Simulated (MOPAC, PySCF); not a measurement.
AlBr3, SMILES `[Br][Al]([Br])[Br]`, neutral singlet in the gas phase. 

Z-matrix (Å, degrees):
```
Al
Br 1 2.2280
Br 1 2.2281 2 119.96
Br 1 2.2281 2 120.08 3 -179.80
```
Charge 0, spin multiplicity 1.

All levels are single points at this geometry (PBE0-D4/def2-TZVP); Pople sets use spherical d functions. Orbital energies aren't observables, and empty levels follow the basis.

```
level                                     HOMO (eV)  LUMO (eV)  gap (eV)  dipole (D)  vertical IE, Delta-SCF (eV)
----------------------------------------  ---------  ---------  --------  ----------  ---------------------------
PBE0-D4/def2-TZVP in PySCF                    -8.64      -1.55      7.09        0.01                        10.52
B3LYP/3-21G in PySCF                          -8.15      -1.77      6.38        0.01                            –
B3LYP/6-311+G** (LANL2DZ on Br) in PySCF      -8.38      -1.95      6.43        0.01                            –
BP86/6-31G* in PySCF                          -7.44      -2.53      4.91        0.01                            –
M06-2X/6-31G* in PySCF                        -9.88      -1.01      8.86        0.01                            –
HF/6-31G* in PySCF                           -11.55       1.28     12.83        0.01                        11.01
HF/STO-3G in PySCF                            -8.79       6.29     15.08        0.02                            –
PM3 in MOPAC                                 -13.01      -4.45      8.57        0.02                            –
PM7 in MOPAC                                  -9.85      -1.47      8.38        0.01                            –
```
